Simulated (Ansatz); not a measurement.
Cartesian coordinates in Å:
```
N -0.4103 1.0991 -1.5781
C -0.1582 0.4054 -0.5517
B 0.7376 -0.9237 -0.4163
O 0.6947 -1.2861 0.8941
Al -0.3470 0.0456 1.3975
H -1.0140 1.8989 -1.3732
H 1.3457 -1.5251 -1.2534
H -0.8486 0.2858 2.8812
```

Charge 0, multiplicity 1.

Task: List the r2SCAN/def2-TZVPP orbital energies in eV (Ansatz). (Best estimate.)

Result: Computed: Occupied: -1517.66, -515.92, -385.60, -273.79, -180.92, -111.15, -71.50, -71.30, -71.23, -26.22, -23.64, -15.78, -12.65, -12.46, -10.06, -9.85, -9.67, -9.08, -8.46, -7.72, -5.23. Lowest empty: -3.00, -1.67, -0.95, -0.04, 0.90, 1.98, 2.63, 3.00.
